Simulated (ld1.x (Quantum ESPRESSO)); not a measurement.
## Configuration tests for gold (Au) (PAW)

ld1.x (Quantum ESPRESSO) 7.5 input, shortened:

```
&input
   title='Au', zed=79., rel=2, dft='PZ', iswitch=3,
   config='[Xe] 4f14 5d10 6s1 6p0', rel_dist='average'
 /
 &inputp
   pseudotype=3, lpaw=.true., tm=.true., lloc=-2, rcloc=3.15,
   nlcc=.true., new_core_ps=.true., rcore=1.40,
   which_augfun='BESSEL', rmatch_augfun=1.90
 /
6
6S  1  0   1.00   0.00  2.40  2.55  0.0
6S  1  0   0.00   0.25  2.40  2.55  0.0
6P  2  1   0.00   0.00  2.85  3.95  0.0
6P  2  1   0.00   1.20  2.85  3.95  0.0
5D  3  2  10.00   0.00  2.10  2.50  0.0
5D  3  2   0.00   1.20  2.10  2.50  0.0
 &test
   configts(1)='5d10 6s1 6p0'
 /
```

Open shells are filled in proportion to 2j + 1 (rel_dist='average').

Energies are relative to the spin-unpolarised reference configuration 5d10 6s1 6p0; without spin polarisation the order of configurations can differ from experiment. Not all tests gave a result: 3 of 7 tests not solved or not reliable. Left out of the table: 5d9 6s0 6p0 (solver errors, printed error -649 eV); 5d8 6s0 6p0 (solver errors, printed error -536 eV); 5d7 6s0 6p0 (solver errors, printed error -429 eV).

Question: Give the all-electron excitation energy and the error of the potential for: 5d10 6s0 6p0; 5d9 6s1 6p1; 5d9 6s2 6p0; 5d10 6s0.5 6p0.

Answer:

```tsv
valence configuration	charge	ΔE all-electron (eV)	error AE − PS (meV)
5d10 6s0 6p0	+1	9.790	-2.1
5d9 6s1 6p1	0	7.470	-35
5d9 6s2 6p0	0	1.624	-53
5d10 6s0.5 6p0	+0.5	3.956	-0.6
```

The ghost test of this file was not conclusive.
